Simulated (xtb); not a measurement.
C$_{2}$F$_{3}$ (SMILES F[C]=C(F)F), doublet, at a GFN2-xTB geometry; GFN2-xTB run with xtb 6.7.1.

Input for xtb:
```
$ xtb mol.xyz --gfn 2 --uhf 1 --etemp 1000 --json

# file mol.xyz
5

C     -0.02097005     0.18801536     0.95068298
C      0.00630951     0.22182388    -0.35025560
F     -0.03482227    -0.77428364     1.82927975
F      0.01570563     1.33880864    -1.05329788
F      0.02889033    -0.83775117    -1.17626680
```

What the program printed (banner, timings and long lists left out):

```
   ID    Z sym.   atoms
    1    6 C      1, 2
    2    9 F      3-5

           -------------------------------------------------
          |                Calculation Setup                |
           -------------------------------------------------

           -------------------------------------------------
          |                 G F N 2 - x T B                 |
           -------------------------------------------------

          ...................................................
          :                      SETUP                      :
          :.................................................:
          :  # basis functions                  20          :
          :  # atomic orbitals                  20          :
          :  # shells                           10          :
          :  # electrons                        29          :
          :  max. iterations                   250          :
          :  Hamiltonian                  GFN2-xTB          :
          :  restarted?                      false          :
          :  GBSA solvation                  false          :
          :  PC potential                    false          :
          :  electronic temp.         1000.0000000     K    :
          :  accuracy                    1.0000000          :
          :  -> integral cutoff          0.2500000E+02      :
          :  -> integral neglect         0.1000000E-07      :
          :  -> SCF convergence          0.1000000E-05 Eh   :
          :  -> wf. convergence          0.1000000E-03 e    :
          :  Broyden damping             0.4000000          :
          :  net charge                          0          :
          :  unpaired electrons                  1          :
          ...................................................

 iter      E             dE          RMSdq      gap      omega  full diag
   1    -18.4166042 -0.184166E+02  0.550E+00    4.76       0.0  T
   2    -18.4233987 -0.679452E-02  0.328E+00    4.40       1.0  T
   3    -18.4140692  0.932954E-02  0.207E+00    4.88       1.0  T
   4    -18.4279001 -0.138309E-01  0.362E-01    4.56       1.0  T
   5    -18.4279819 -0.818383E-04  0.110E-01    4.56       1.0  T
   6    -18.4279950 -0.130254E-04  0.453E-02    4.55       1.0  T
   7    -18.4279951 -0.136176E-06  0.550E-03    4.55       8.1  T
   8    -18.4279952 -0.581180E-07  0.130E-03    4.55      34.4  T
   9    -18.4279952 -0.373699E-09  0.294E-04    4.55     152.2  T
[...]
         :: total energy             -18.331296286334 Eh    ::
[...]
        19                          0.2712186               7.3802
        20                          0.6501663              17.6919
      -------------------------------------------------------------
                  HL-Gap            0.1672858 Eh            4.5521 eV
             Fermi-level           -0.3927979 Eh          -10.6886 eV

     #   Z          covCN         q      C6AA      α(0)
     1   6 C        1.770     0.081    29.214     8.738
     2   6 C        2.550     0.312    21.760     7.624
     3   9 F        0.785    -0.071     9.989     3.733
     4   9 F        0.789    -0.158    10.813     3.884
     5   9 F        0.787    -0.163    10.861     3.893

 Mol. C6AA /au·bohr⁶  :        384.900986
 Mol. C8AA /au·bohr⁸  :       8751.794741
 Mol. α(0) /au        :         27.873366

Wiberg/Mayer (AO) data.
largest (>0.10) Wiberg bond orders for each atom

 ---------------------------------------------------------------------------
     #   Z sym  total        # sym  WBO       # sym  WBO       # sym  WBO
 ---------------------------------------------------------------------------
     1   6 C    3.248 --     2 C    1.802     3 F    1.213     5 F    0.137
     2   6 C    3.835 --     1 C    1.802     4 F    0.998     5 F    0.950
     3   9 F    1.338 --     1 C    1.213
     4   9 F    1.160 --     2 C    0.998
     5   9 F    1.156 --     2 C    0.950     1 C    0.137
 ---------------------------------------------------------------------------

Topologies differ in total number of bonds
Writing topology from bond orders to xtbtopo.mol

molecular dipole:
                 x           y           z       tot (Debye)
 q only:       -0.008       0.122       0.369
   full:       -0.009       0.052       0.419       1.072
molecular quadrupole (traceless):
                xx          xy          yy          xz          yz          zz
 q only:        1.699      -0.006      -0.565       0.056       0.824      -1.134
  q+dip:        3.110      -0.002      -2.339       0.075       1.364      -0.772
   full:        3.308      -0.006      -1.700       0.097       1.454      -1.608

           -------------------------------------------------
          | TOTAL ENERGY              -18.331296286334 Eh   |
          | GRADIENT NORM               0.000534052871 Eh/α |
          | HOMO-LUMO GAP               4.552077336049 eV   |
           -------------------------------------------------

normal termination of xtb
```
